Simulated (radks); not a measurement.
The table gives one normalised radial function P(r) = r R(r) of Ru in [Kr] 4d7 5s1 (r in bohr). Calculated with a radial shooting solver on a logarithmic mesh with Libxc functionals: scalar-relativistic Kohn-Sham, r2SCAN, spin-polarised, spherical densities, finite nucleus; open shells are filled with parallel spins first (spin-orbit coupling, left out, can overturn this in heavy ions); meta-GGA in the generalised Kohn-Sham scheme; Fermi nuclear charge, rms radius 4.4809 fm; hard spherical wall at 6 bohr.

| r | P |
|---|---|
| 0.005091 | 0.0001 |
| 0.005833 | 0.0001 |
| 0.006683 | 0.0002 |
| 0.007656 | 0.0003 |
| 0.008772 | 0.0004 |
| 0.01005 | 0.0006 |
| 0.01151 | 0.0009 |
| 0.01319 | 0.0013 |
| 0.01511 | 0.0018 |
| 0.01731 | 0.0027 |
| 0.01984 | 0.0038 |
| 0.02273 | 0.0055 |
| 0.02604 | 0.0078 |
| 0.02983 | 0.0111 |
| 0.03418 | 0.0157 |
| 0.03915 | 0.0219 |
| 0.04486 | 0.0303 |
| 0.05139 | 0.0416 |
| 0.05888 | 0.0564 |
| 0.06746 | 0.0755 |
| 0.07729 | 0.0995 |
| 0.08855 | 0.1290 |
| 0.1014 | 0.1641 |
| 0.1162 | 0.2041 |
| 0.1332 | 0.2479 |
| 0.1526 | 0.2927 |
| 0.1748 | 0.3347 |
| 0.2002 | 0.3686 |
| 0.2294 | 0.3882 |
| 0.2628 | 0.3867 |
| 0.3011 | 0.3575 |
| 0.345 | 0.2958 |
| 0.3952 | 0.1996 |
| 0.4528 | 0.0716 |
| 0.5188 | -0.0816 |
| 0.5944 | -0.2499 |
| 0.681 | -0.4194 |
| 0.7802 | -0.5730 |
| 0.8938 | -0.6953 |
| 1.024 | -0.7753 |
| 1.173 | -0.8087 |
| 1.344 | -0.7969 |
| 1.54 | -0.7477 |
| 1.764 | -0.6728 |
| 2.021 | -0.5845 |
| 2.316 | -0.4917 |
| 2.653 | -0.4010 |
| 3.04 | -0.3164 |
| 3.483 | -0.2396 |
| 3.99 | -0.1711 |
| 4.571 | -0.1100 |
| 5.237 | -0.0544 |
| 6 | 0.0000 |

Which n and l does it have? It may be an empty orbital.

Answer. n = 4, l = 2: the number of nodes gives n - l - 1 = 1, the rise at small r (about r^(l+1), flatter next to the nucleus through relativity) gives l, and the extent must fit the shell. The curve is that of 4d down; the table hardly tells the two spins apart. 4d down: eigenvalue -2.567 eV, 1 radial node at r = 0.484 bohr, <r> = 1.69 bohr, 90 % of the charge inside 2.80 bohr.
